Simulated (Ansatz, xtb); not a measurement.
**Two isomers of C4H10OSe**

We compare X, `CCOC[Se]C`, a singlet, with Y, `OCCCC[SeH]`, a singlet. Both are isolated molecules in the gas phase, relaxed with B3LYP/def2-SVP, each in the lowest conformer that the search found.

Estimate E(Y) − E(X) at the level CCSD(T)/def2-SVP + ΔMP2/def2-TZVPP.

Calculated at CCSD(T)/def2-SVP + ΔMP2/def2-TZVPP: E(Y) − E(X) = −7.5 kcal/mol, so structure Y lies lower.

The same difference at several levels:

| level | geometry | E(Y) − E(X) (kcal/mol) | departure from the last row (kcal/mol) | job, with rough time for the two |
| --- | --- | --- | --- | --- |
| GFN2-xTB | GFN2-xTB | −1.2 | +6.2 | optimisation, 0.2 s |
| HF/STO-3G | GFN2-xTB | +7.2 | +14.7 | single point, 0.5 s |
| r2SCAN-D4/def2-SVP | GFN2-xTB | −6.2 | +1.2 | single point, 4.4 s |
| B3LYP/def2-SVP | B3LYP/def2-SVP | −5.3 | +2.2 | optimisation, 58 s |
| HF/def2-SVP | B3LYP/def2-SVP | −9.1 | −1.7 | part of the CCSD(T) run |
| MP2/def2-SVP | B3LYP/def2-SVP | −11.1 | −3.6 | part of the CCSD(T) run |
| CCSD(T)/def2-SVP | B3LYP/def2-SVP | −10.4 | −3.0 | single point |
| CCSD(T)/def2-SVP + ΔMP2/def2-TZVPP | B3LYP/def2-SVP | −7.5 |  | single point, 2 min |

As drawn, Y has 2 C–C, 1 O–H, 1 Se–H in place of 1 C–O, 1 C–Se, 2 C–H.

HF/STO-3G puts the two in the other order. The largest departure from CCSD(T)/def2-SVP + ΔMP2/def2-TZVPP is that of HF/STO-3G, 14.7 kcal/mol. The last row adds to CCSD(T) the change of the MP2 difference between the two basis sets, here +3.0 kcal/mol.

With thermal terms from frequencies at re-optimised GFN2-xTB minima (ideal gas, soft modes damped towards free rotors, one conformer each, 298.15 K, 1 atm): the zero-point term adds −0.5 kcal/mol; ΔH is −8.3 and ΔG −7.6 kcal/mol.

The correlated steps freeze 14 core orbitals; the filled d shell of Se is correlated, in a basis made for valence electrons. Run with Ansatz 0.2.0, xtb 6.7.1; the last row on 4 threads of Arm Neoverse V1 on a shared host.
